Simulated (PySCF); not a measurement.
Constitutional and geometric isomers with formula CH6Si3. Isolated molecules, 0 K electronic values unless said otherwise. One relaxed conformer stands for each flexible species; it need not be the lowest. Strings in code marks are SMILES.

Quantity: vertical ionisation energy (energy after one electron is removed minus that of the parent at the parent's geometry), in eV.

A: `C[SiH]1[SiH]=[SiH]1`
B: `C1[SiH]=[SiH][SiH2]1`
C: `C=[Si]1[SiH2][SiH2]1`
D: `[SiH2]=C=[SiH][SiH3]`
E: `C[Si]1=[SiH][SiH2]1`
F: `[SiH2]=C[SiH]=[SiH2]` (Si–C–Si–Si torsion 48°)

Order them by vertical ionisation energy (energy after one electron is removed minus that of the parent at the parent's geometry) (lowest first) at the level ωB97X-D3(BJ)/def2-TZVP // PBE0-D3(BJ)/def2-TZVP (PySCF).

F (7.10 eV), B (7.61 eV), E (7.64 eV), A (7.80 eV), D (8.12 eV), C (8.35 eV)
